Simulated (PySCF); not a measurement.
Species: C2H4ClN3Si.
Atom-mapped SMILES: `[SiH3:1][c:2]1[n:3][c:4]([Cl:5])[n:6][nH:7]1` (hydrogens: H8, H9, H10 on Si1; H11 on N7)

Structure used (PBE0-D3(BJ)/def2-SVP), in Å, numbered top down from 1:
```
atom  x, y, z in Å
Si1   -1.865    0.430   -0.261
C2    -0.035    0.031   -0.083
N3     0.881    0.197   -1.029
C4     2.017   -0.211   -0.432
Cl5    3.528   -0.204   -1.217
N6     1.887   -0.619    0.818
N7     0.580   -0.459    1.018
H8    -2.431   -0.327   -1.410
H9    -2.527    0.009    1.011
H10   -2.042    1.895   -0.461
H11    0.175   -0.702    1.915
```

The closed-shell ground state was solved at several levels (PySCF, density fitting, gas phase, non-relativistic).

| level | basis functions | total energy (Eh) | HOMO (eV) | LUMO (eV) | gap (eV) | dipole (D) |
| --- | --- | --- | --- | --- | --- | --- |
| BHandHLYP/def2-SVPD | 183 | -992.0022 | -8.73 | 0.12 | 8.85 | 4.16 |
| OPBE/pcSseg-1 | 153 | -992.3274 | -6.54 | -1.67 | 4.87 | 3.82 |
| PBE0/6-31G | 79 | -991.8017 | -7.75 | -0.64 | 7.11 | 4.48 |
| PBE0/def2-SVP | 126 | -991.5866 | -7.57 | -0.72 | 6.85 | 3.88 |
| HF/def2-SVPD | 183 | -989.4131 | -10.19 | 2.04 | 12.23 | 4.36 |
| PBE0/6-31G* | 114 | -991.9580 | -7.51 | -0.56 | 6.95 | 4.02 |
| PBE0/6-311+G(2d,p) | 229 | -992.0914 | -7.68 | -0.89 | 6.79 | 3.92 |

Question: Estimate the row for LDA/def2-SVPD, a basis of 183 functions; the other rows only guide the guess.

Answer: Total energy -987.5235 Eh, HOMO -6.80 eV, LUMO -2.07 eV, gap 4.73 eV, dipole 3.89 D.

Question: Over all these levels, which gives the widest orbital gap and which the narrowest?

Answer: HF/def2-SVPD (Hartree–Fock, all exact exchange) has the widest, 12.23 eV, and LDA/def2-SVPD (LDA) the narrowest, 4.73 eV. The two share the basis. From the narrowest to the widest the HOMO moves by -3.39 eV and the LUMO by +4.11 eV.

Question: How much does the basis alone move the frontier levels among the 4 PBE0 rows?

Answer: The HOMO by 0.24 eV and the LUMO by 0.33 eV. By rising basis size (HOMO, LUMO in eV): 6-31G -7.75, -0.64; 6-31G* -7.51, -0.56; def2-SVP -7.57, -0.72; 6-311+G(2d,p) -7.68, -0.89.

Question: In the def2-SVPD basis, how does the gap go with the fixed share of exact exchange?

Answer: LDA (0 %) 4.73 eV; BHandHLYP (50 %) 8.85 eV; HF (100 %) 12.23 eV. Each rise in the share widens the gap here.

Question: How far do the dipole and the HOMO energy spread over the levels?

Answer: The dipole runs from 3.82 to 4.48 D (mean 4.07 D) and the HOMO from -10.19 to -6.54 eV.
